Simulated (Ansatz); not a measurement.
Method: frozen-core CCSD(T)/cc-pVTZ // PBE0-D3(BJ)/def2-TZVP (Ansatz, a program for electronic structure). Warnings of the run: other_roots.

Ansatz 0.2 input:
```yaml
crystal:
  periodic: [false, false, false]
  atoms:
    - { symbol: O, position_ang: [-0.732072, 1.338061, 0.046413] }
    - { symbol: S, position_ang: [-0.40667, -0.094258, -0.038579] }
    - { symbol: O, position_ang: [-0.444704, -0.435537, 1.391581] }
    - { symbol: O, position_ang: [-1.159191, -0.890267, -0.929348] }
    - { symbol: O, position_ang: [1.081229, -0.219733, -0.521617] }
    - { symbol: H, position_ang: [1.661407, 0.301734, 0.05155] }
basis:
  gaussian: { orbitals: cc-pVTZ }
correlation:
  method: ccsd_t
magnetization:
  spin_polarized: true
  initial_magnetization: 1
```

Output:

```
Functional definition: HF
1028 factors; integrals over basis functions are off by at most 8.3e-4 eV
mean field evaluation 1: about -18976.3930 eV, gradient 4.0e1 eV
mean field evaluation 2: about -18976.4181 eV, gradient 4.0e1 eV
mean field evaluation 4: about -18982.1028 eV, gradient 3.9e0 eV
mean field evaluation 8: about -18982.2580 eV, gradient 2.4e-1 eV
mean field evaluation 16: about -18982.2607 eV, gradient 2.3e-2 eV
mean field evaluation 32: about -18976.3928 eV, gradient 4.0e1 eV
mean field evaluation 64: about -18982.2449 eV, gradient 2.8e0 eV
mean field evaluation 96: about -18982.2886 eV, gradient 7.2e-1 eV
mean field evaluation 128: about -18982.1697 eV, gradient 1.2e0 eV
mean field evaluation 160: about -18981.5687 eV, gradient 3.5e-1 eV
mean field evaluation 192: about -18981.1737 eV, gradient 6.2e-2 eV
mean field evaluation 224: about -18980.2456 eV, gradient 7.9e-1 eV
mean field evaluation 256: about -18978.1830 eV, gradient 2.0e0 eV
mean field evaluation 288: about -18980.3650 eV, gradient 3.4e0 eV
mean field evaluation 320: about -18979.3188 eV, gradient 3.6e-1 eV
mean field evaluation 352: about -18979.3779 eV, gradient 9.8e-1 eV
mean field evaluation 384: about -18981.5689 eV, gradient 2.8e-4 eV
mean field -18982.29267342 eV, -697.5863890880 hartree, gradient 2.6e-6 eV, S^2 0.783263; 14 other end points of the search recorded, 0 dependent functions left out
determinant -18982.29267342 eV, -697.5863890880 hartree, with singles and doubles -19012.36993777 eV, -698.6917081659 hartree
determinant -18982.28634299 eV, -697.5861564490 hartree, with singles and doubles -19012.37091899 eV, -698.6917442250 hartree
determinant -18982.26057826 eV, -697.5852096127 hartree, with singles and doubles -19012.43309356 eV, -698.6940290985 hartree
determinant -18981.56888026 eV, -697.5597901799 hartree, with singles and doubles -19011.27496475 eV, -698.6514686497 hartree
determinant -18981.55752373 eV, -697.5593728352 hartree, with singles and doubles -19011.26634979 eV, -698.6511520556 hartree
determinant -18981.17384233 eV, -697.5452728038 hartree, with singles and doubles -19011.44310370 eV, -698.6576476420 hartree
determinant -18980.25637262 eV, -697.5115564140 hartree, with singles and doubles -19010.05992039 eV, -698.6068165927 hartree
determinant -18982.29267342 eV, -697.5863890880 hartree, with singles and doubles -19012.34277437 eV, -698.6907099292 hartree
determinant -18982.28634299 eV, -697.5861564490 hartree, with singles and doubles -19012.34358060 eV, -698.6907395577 hartree
determinant -18982.26057826 eV, -697.5852096127 hartree, with singles and doubles -19012.40022974 eV, -698.6928213751 hartree
determinant -18982.29267342 eV, -697.5863890880 hartree, with singles and doubles -19012.40020935 eV, -698.6928206259 hartree
determinant -18982.28634299 eV, -697.5861564490 hartree, with singles and doubles -19012.40043787 eV, -698.6928290239 hartree
determinant -18982.26057826 eV, -697.5852096127 hartree, with singles and doubles -19012.42070761 eV, -698.6935739231 hartree
9 core orbitals not correlated
reference -18982.26057826 eV, -697.5852096127 hartree; 16, 15 occupied and 143, 144 virtual orbitals, 1028 factors
second order -30.03366507 eV of doubles, -0.00000000 eV of singles
cycle   1  -29.12733642 eV  change    5.8e-1 eV  update   1.4e-1
cycle   2  -29.94918271 eV  change   -8.2e-1 eV  update   4.3e-2
cycle   3  -30.15043981 eV  change   -2.0e-1 eV  update   2.9e-2
cycle   4  -30.14463911 eV  change    5.8e-3 eV  update   1.2e-2
cycle   5  -30.13965169 eV  change    5.0e-3 eV  update   1.1e-2
cycle   6  -30.15209810 eV  change   -1.2e-2 eV  update   7.4e-3
cycle   7  -30.15734882 eV  change   -5.3e-3 eV  update   5.0e-3
cycle   8  -30.15868859 eV  change   -1.3e-3 eV  update   2.4e-3
cycle   9  -30.15904116 eV  change   -3.5e-4 eV  update   1.7e-3
cycle  10  -30.15819581 eV  change    8.5e-4 eV  update   1.4e-3
cycle  11  -30.15864638 eV  change   -4.5e-4 eV  update   1.2e-3
cycle  12  -30.15977164 eV  change   -1.1e-3 eV  update   8.2e-4
cycle  13  -30.16013808 eV  change   -3.7e-4 eV  update   4.9e-4
cycle  14  -30.16049001 eV  change   -3.5e-4 eV  update   2.8e-4
cycle  15  -30.16015729 eV  change    3.3e-4 eV  update   9.7e-5
cycle  16  -30.16015584 eV  change    1.5e-6 eV  update   4.1e-5
cycle  17  -30.16012560 eV  change    3.0e-5 eV  update   1.5e-5
perturbative correction -1.35000941 eV, -0.0496119308 hartree
WARN: these amplitudes may be one of several solutions (largest doubles amplitude 0.04, level shift 0.58 eV)
Total energy: -19013.77071327 eV, -698.7431857162 hartree
```

Cost: roughly 18 core-minutes.
